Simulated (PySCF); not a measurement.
**input.py for Xe³⁺**

Input:

```python
from pyscf import gto, scf

mol = gto.M(
    atom='Xe 0 0 0',
    basis='sapporo-dkh3-dzp-2012',
    charge=3,
    spin=3,
    verbose=4,
)
mf = scf.ROHF(mol)
mf = mf.sfx2c1e()
mf.kernel()
mf.analyze()
print('orbital energies (hartree):', mf.mo_energy[..., max(0, mol.nelec[1]-3):mol.nelec[0]+3].round(4))
```

```bash
$ OMP_NUM_THREADS=1 python input.py
```

The log (some set-up lines and the per-cycle HOMO/LUMO lines with their warnings removed):

```
PySCF version 2.14.0

[INPUT] verbose = 4
[INPUT] num. atoms = 1
[INPUT] num. electrons = 51
[INPUT] charge = 3
[INPUT] spin (= nelec alpha-beta = 2S) = 3
[INPUT] symmetry False subgroup None
[INPUT] Mole.unit = angstrom
[INPUT] Symbol           X                Y                Z      unit          X                Y                Z       unit  Magmom
[INPUT]  1 Xe     0.000000000000   0.000000000000   0.000000000000 AA    0.000000000000   0.000000000000   0.000000000000 Bohr   0.0

nuclear repulsion = 0
number of shells = 18
number of NR pGTOs = 151
number of NR cGTOs = 52
basis = sapporo-dkh3-dzp-2012
ecp = {}

******** <class 'pyscf.x2c.sfx2c1e.sfX2C1eROHF'> ********
method = sfX2C1eROHF
initial guess = minao
damping factor = 0
level_shift factor = 0
DIIS = <class 'pyscf.scf.diis.CDIIS'>
diis_start_cycle = 1
diis_space = 8
diis_damp = 0
SCF conv_tol = 1e-09
SCF conv_tol_grad = None
SCF max_cycles = 50
direct_scf = True
direct_scf_tol = 1e-13
num. doubly occ = 24  num. singly occ = 3

******** <class 'pyscf.x2c.sfx2c1e.SpinFreeX2CHelper'> ********
approx = 1e
xuncontract = 1
Set gradient conv threshold to 3.16228e-05
init E= -7443.17856866287
cycle= 1 E= -7440.78546632228  delta_E= 2.39  |g|= 0.674  |ddm|= 2.22
cycle= 2 E= -7440.95558897194  delta_E= -0.17  |g|= 0.367  |ddm|= 1.34
cycle= 3 E= -7440.96300898534  delta_E= -0.00742  |g|= 0.026  |ddm|= 0.152
cycle= 4 E= -7440.9631084349  delta_E= -9.94e-05  |g|= 0.00396  |ddm|= 0.0301
cycle= 5 E= -7440.96311146763  delta_E= -3.03e-06  |g|= 0.000338  |ddm|= 0.00596
cycle= 6 E= -7440.96311149539  delta_E= -2.78e-08  |g|= 2.19e-05  |ddm|= 0.000583
cycle= 7 E= -7440.96311149545  delta_E= -5.37e-11  |g|= 5.98e-07  |ddm|= 2.68e-05
Extra cycle  E= -7440.96311149544  delta_E= 9.09e-13  |g|= 2.01e-07  |ddm|= 5.02e-07
converged SCF energy = -7440.96311149544
**** SCF Summaries ****
Total Energy =                       -7440.963111495444537
Nuclear Repulsion Energy =               0.000000000000000
One-electron Energy =               -10130.321830593935374
Two-electron Energy =                 2689.358719098491292
Two-electron Coulomb Energy =         2874.471621771774608
DFT Exchange-Correlation Energy =     -185.112902673283315
**** MO energy ****
                Roothaan           | alpha              | beta
[16 lines left out]
MO #17  energy= -7.36728663455422  | -7.38764976740055  | -7.34692350171797  occ= 2
MO #18  energy= -7.36728663453828  | -7.38764976738478  | -7.34692350170182  occ= 2
MO #19  energy= -3.89963391729153  | -3.91487603723235  | -3.88439179735068  occ= 2
MO #20  energy= -3.89963391728403  | -3.91487603722487  | -3.88439179734319  occ= 2
MO #21  energy= -3.89963391727004  | -3.91487603721095  | -3.88439179732915  occ= 2
MO #22  energy= -3.89963391726616  | -3.9148760372069   | -3.88439179732543  occ= 2
MO #23  energy= -3.89963391716913  | -3.91487603711046  | -3.88439179722775  occ= 2
MO #24  energy= -2.06387084830911  | -2.22239888163304  | -1.90534281498494  occ= 2
MO #25  energy= -1.32562176826305  | -1.59488905950085  | -1.05635448404726  occ= 1
MO #26  energy= -1.32562176825412  | -1.59488905949272  | -1.05635448403758  occ= 1
MO #27  energy= -1.32562176824083  | -1.59488905947899  | -1.05635448402468  occ= 1
MO #28  energy= -0.46234877157236  | -0.537201767442173 | -0.387495775702526 occ= 0
MO #29  energy= -0.462348771562992 | -0.537201767433111 | -0.38749577569288  occ= 0
MO #30  energy= -0.462348771558588 | -0.537201767428749 | -0.387495775688418 occ= 0
[22 lines left out]
 ** Mulliken pop on meta-lowdin orthogonal AOs  **
 ** Mulliken pop  **
pop of  0 Xe 1s           2.00000
pop of  0 Xe 2s           2.00000
pop of  0 Xe 3s           2.00000
pop of  0 Xe 4s           2.00000
pop of  0 Xe 5s           1.98016
pop of  0 Xe 6s           0.01844
pop of  0 Xe 7s           0.00141
pop of  0 Xe 2px          2.00000
pop of  0 Xe 2py          2.00000
pop of  0 Xe 2pz          2.00000
pop of  0 Xe 3px          2.00000
pop of  0 Xe 3py          2.00000
[40 lines left out]
 ** Mulliken atomic charges  **
charge of    0Xe =      3.00000
Dipole moment(X, Y, Z, Debye):  0.00000,  0.00000,  0.00000
orbital energies (hartree): [-3.8996 -3.8996 -2.0639 -1.3256 -1.3256 -1.3256 -0.4623 -0.4623 -0.4623]
```

In short: E(SCF) = -7440.963111 Eh, 7 cycles.

It ran on Arm Neoverse V1 (1 thread, shared host) in 1.7 s, peak memory 0.14 GiB.

No search for the lowest solution was made.
